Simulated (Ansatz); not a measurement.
C3H6FNSi, SMILES `N=CC1(F)C[SiH2]1`, charge 0, multiplicity 1.

Problem. Give a relaxed structure at PBE0-D4/def2-TZVP (Ansatz). (Best estimate.)

Solution. Ansatz gave: 
Z-matrix (Å, degrees):
```
C
C 1 1.470
C 1 1.533 2 117.7
F 1 1.372 2 112.7 3 -136.6
Si 1 1.887 2 120.2 3 75.1
N 2 1.263 1 127.0 3 142.1
H 2 1.095 1 114.5 3 -38.3
H 3 1.085 1 116.5 2 -4.8
H 3 1.086 1 112.8 2 -138.3
H 5 1.476 1 118.7 2 -1.9
H 5 1.474 1 117.1 2 147.5
H 6 1.022 2 110.1 1 -0.5
```
This is one stationary point; other conformers may exist.
